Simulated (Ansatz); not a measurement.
C₃H₈SSi (`C=C([SiH3])SC`), charge 0, multiplicity 1.

Q: Give a relaxed structure at PBE0-D4/def2-TZVP (Ansatz 0.2.0). (An estimate is asked.)

A: Ansatz gave: 
```xyz
13

C    -0.407    2.036   -0.712
C    -0.302    0.781   -0.266
Si    0.786    0.422    1.212
S    -1.299   -0.469   -0.989
C    -0.400   -1.982   -0.621
H     0.123    2.847   -0.225
H    -1.033    2.299   -1.561
H     1.332    1.714    1.698
H     1.915   -0.476    0.851
H     0.007   -0.240    2.293
H     0.582   -1.993   -1.095
H    -0.303   -2.148    0.453
H    -1.002   -2.790   -1.037
```
This is one stationary point; other conformers may exist.
